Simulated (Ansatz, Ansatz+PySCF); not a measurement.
A single N atom.

UHF on quartet N was run in several spherical basis sets with Ansatz (development build ahead of 0.2.0).

Question: Rank the basis sets by the total energy that they give, lowest first, with the distance from the lowest.
A. cc-pVDZ
B. cc-pVTZ
C. def2-TZVP
D. def2-SVP
E. 6-31G(d)

Answer: C (0.00 eV), B (0.06 eV), A (0.32 eV), E (0.48 eV), D (1.80 eV).

Totals follow the description of the cores as much as that of the bonds, so this order isn't one of quality for chemistry.
